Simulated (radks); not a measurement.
Question: Species: Er II. Configuration: [Xe] 4f11 6s1 6p1 (not the ground configuration). All-electron calculation, Dirac Kohn-Sham, PBEsol, spin-unpolarised, spherical densities, finite nucleus; open shells are shared between the two j in proportion to 2j + 1; Fermi nuclear charge, rms radius 5.2516 fm. Program: a radial shooting solver on a logarithmic mesh with Libxc functionals. Some entries of the table are withheld. Estimate them.

orbital,occ.,eigenvalue (eV),<r> (bohr),r(max) (bohr)
1s1/2,2,-57288.11,0.02038,0.01286
2s1/2,2,-9633.973,0.08592,0.07344
2p1/2,2,-9178.980,0.07148,0.05513
2p3/2,4,-8262.744,0.07876,0.06135
3s1/2,2,-2172.465,0.2250,0.2075
3p1/2,2,-1972.442,(1),(2)
3p3/2,4,-1780.057,(3),(4)
3d3/2,4,-1437.174,0.2013,0.1642
3d5/2,6,-1395.118,0.2056,0.1679
4s1/2,2,(5),0.5078,0.4742
4p1/2,2,-362.4549,0.5166,0.4763
4p3/2,4,-318.9670,0.5480,0.5040
4d3/2,4,(6),0.5758,0.5065
4d5/2,6,(7),0.5869,0.5154
5s1/2,2,-66.1847,1.232,(8)
5p1/2,2,-43.9683,1.376,1.199
5p3/2,4,-38.1485,1.476,1.281
4f5/2,4.71429,(9),0.7640,0.5028
4f7/2,6.28571,(10),0.7776,0.5080
6s1/2,1,-11.4451,3.347,2.964
6p1/2,0.333333,-7.5473,4.065,3.596
6p3/2,0.666667,-6.9805,4.296,3.815

Answer: 
(1) 3p1/2 <r> (bohr): 0.2147
(2) 3p1/2 r(max) (bohr): 0.1951
(3) 3p3/2 <r> (bohr): 0.2284
(4) 3p3/2 r(max) (bohr): 0.2080
(5) 4s1/2 eigenvalue (eV): -442.4435
(6) 4d3/2 eigenvalue (eV): -187.1145
(7) 4d5/2 eigenvalue (eV): -179.1889
(8) 5s1/2 r(max) (bohr): 1.104
(9) 4f5/2 eigenvalue (eV): -20.3492
(10) 4f7/2 eigenvalue (eV): -19.1939
